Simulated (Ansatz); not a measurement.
Input for Ansatz (a first-principles code): R-CCSD(T)/def2-SVP on CH4SeTe (SMILES C[Te][SeH]), a point of a torsion scan. Elements past Kr take the def2 small-core potentials; no spin–orbit coupling. The run froze 24 orbitals, filled d shells among them.

Ansatz 0.2 input:
```yaml
crystal:
  periodic: [false, false, false]
  atoms:
    - {symbol: C, position_ang: [-0.94690361, -0.25237788, 0.03168986]}
    - {symbol: Te, position_ang: [0.00277346, 1.68614646, -0.04101941]}
    - {symbol: Se, position_ang: [2.35378834, 0.73825201, 0.10237978]}
    - {symbol: H, position_ang: [-0.63588704, -0.85729009, -0.81082556]}
    - {symbol: H, position_ang: [-2.01401562, -0.08701192, -0.01955930]}
    - {symbol: H, position_ang: [-0.70526642, -0.75668134, 0.95892177]}
    - {symbol: H, position_ang: [1.93174639, -0.63474160, 0.16347296]}
basis:
  gaussian:
    orbitals: def2-SVP
magnetization: {spin_polarized: false}
correlation: {method: ccsd_t, electrons: outside_noble_gas}
scf: {lower_state_search: off}
```

Predict the final total energy.

-2707.1251 hartree (reference determinant -2706.7054, T1 diagnostic 0.010).
